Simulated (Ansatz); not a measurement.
Mulliken charges of `C#CBN` from ωB97M-V/def2-TZVPP in Ansatz (PBE0-D4/def2-TZVP geometry).

| atom | x (Å) | y (Å) | z (Å) | charge (e) |
| --- | --- | --- | --- | --- |
| C1 | -0.386 | 1.936 | -0.919 | -0.051 |
| C2 | -0.048 | 0.980 | -0.265 | -0.280 |
| B3 | 0.400 | -0.208 | 0.585 | -0.026 |
| N4 | 0.009 | -1.497 | 0.251 | -0.200 |
| H5 | -0.684 | 2.781 | -1.494 | 0.234 |
| H6 | 1.091 | -0.041 | 1.547 | 0.048 |
| H7 | 0.282 | -2.303 | 0.785 | 0.139 |
| H8 | -0.571 | -1.705 | -0.544 | 0.136 |

Problem. By hand: the dipole of these point charges (1 e Å = 4.8032 D).

Solution. Σ q r = (-0.125, 0.028, -0.185) e Å, of length 0.225 e Å = 1.08 D.

Problem. How does the dipole of the full density compare? (Best estimate.)

Solution. Computed: (-0.125, -0.325, -0.122) e Å, 1.77 D; the point charges give 0.61 times that, at 69° from its direction.

Point charges leave out the atoms' own dipoles, such as those of lone pairs, and Mulliken's split depends on the basis, so the two needn't agree.
